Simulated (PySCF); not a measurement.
C₄H₉F₃Si₂.
Numbering: `[F:1][C:2]([F:3])=[C:4]([F:5])[C@@H:6]([SiH3:7])[CH2:8][SiH3:9]` (hydrogens: H10 on C6; H11, H12, H13 on Si7; H14, H15 on C8; H16, H17, H18 on Si9)

The same species was optimised twice, with GFN2-xTB and with PBE0-D3(BJ)/def2-SVP (PySCF), and the same property calculations (PySCF, gas phase) were run on both structures.

```tsv
coordinate	GFN2-xTB	PBE0-D3(BJ)/def2-SVP	change
F1–C2 (Å)	1.330	1.309	-0.021
C2–F3 (Å)	1.334	1.315	-0.019
C8–Si9 (Å)	1.904	1.892	-0.012
C4–F5 (Å)	1.352	1.341	-0.011
C6–Si7 (Å)	1.925	1.917	-0.008
C2=C4 (Å)	1.327	1.333	+0.006
C6–C8 (Å)	1.535	1.540	+0.005
C4–C6 (Å)	1.486	1.485	-0.001
C6–C8–Si9 (°)	115.2	117.1	+1.9
C4–C6–C8 (°)	109.3	111.2	+1.9
F1–C2–C4 (°)	126.6	124.8	-1.8
C4–C6–Si7 (°)	107.7	109.5	+1.8
F1–C2–F3 (°)	110.4	112.1	+1.7
Si7–C6–C8 (°)	114.0	113.5	-0.5
C2–C4–F5 (°)	117.7	117.9	+0.2
C2–C4–C6 (°)	126.7	126.6	-0.1
C2–C4–C6–Si7 (°)	118	117	-1
C4–C6–C8–Si9 (°)	172	178	+6
```

Rotational constants: A = 1628, B = 601.4, C = 542.7 MHz (GFN2-xTB) against A = 1692, B = 589.0, C = 540.3 MHz (PBE0-D3(BJ)/def2-SVP). Point groups within 0.08 Å: C1 and C1.

On the GFN2-xTB structure: HOMO (eV) -7.15 [PBE0/pcSseg-1]; LUMO (eV) 0.11 [PBE0/pcSseg-1]; dipole (D) 1.64 [PBE0/pcSseg-1]; GIAO shielding of F1 (ppm) 281.3 [PBE0/pcSseg-1]; GIAO shielding of C2 (ppm) 21.8 [PBE0/pcSseg-1]; GIAO shielding of F3 (ppm) 296.1 [PBE0/pcSseg-1]; GIAO shielding of C4 (ppm) 42.6 [PBE0/pcSseg-1]; GIAO shielding of F5 (ppm) 367.2 [PBE0/pcSseg-1]; GIAO shielding of C6 (ppm) 163.5 [PBE0/pcSseg-1]; GIAO shielding of Si7 (ppm) 414.4 [PBE0/pcSseg-1]; GIAO shielding of C8 (ppm) 174.5 [PBE0/pcSseg-1].

What do these properties become on the PBE0-D3(BJ)/def2-SVP structure?

```tsv
property	level	on GFN2-xTB	on PBE0-D3(BJ)/def2-SVP	change
HOMO (eV)	PBE0/pcSseg-1	-7.15	-7.08	+0.07
LUMO (eV)	PBE0/pcSseg-1	0.11	0.10	-0.01
dipole (D)	PBE0/pcSseg-1	1.64	1.24	-0.40
energy, GFN2-xTB geometry as zero (kcal/mol)	PBE0/pcSseg-1	0.0	-1.9	-1.9
GIAO shielding of F1 (ppm)	PBE0/pcSseg-1	281.3	287.1	+5.8
GIAO shielding of C2 (ppm)	PBE0/pcSseg-1	21.8	24.8	+3.0
GIAO shielding of F3 (ppm)	PBE0/pcSseg-1	296.1	301.6	+5.5
GIAO shielding of C4 (ppm)	PBE0/pcSseg-1	42.6	45.2	+2.6
GIAO shielding of F5 (ppm)	PBE0/pcSseg-1	367.2	369.7	+2.5
GIAO shielding of C6 (ppm)	PBE0/pcSseg-1	163.5	164.7	+1.2
GIAO shielding of Si7 (ppm)	PBE0/pcSseg-1	414.4	409.5	-4.9
GIAO shielding of C8 (ppm)	PBE0/pcSseg-1	174.5	174.0	-0.5
```

The heavy atoms differ by 0.054 Å rms after alignment. Among bonds between heavy atoms F1–C2 changes most (-0.021 Å). Changes are differences of the printed values. Neither structure is proved a minimum here.

Conformer computed: `[F:1][C:2]([F:3])=[C:4]([F:5])[C@@H:6]([SiH3:7])[CH2:8][SiH3:9]`: C2–C4–C6–Si7 117°, C4–C6–C8–Si9 178°.
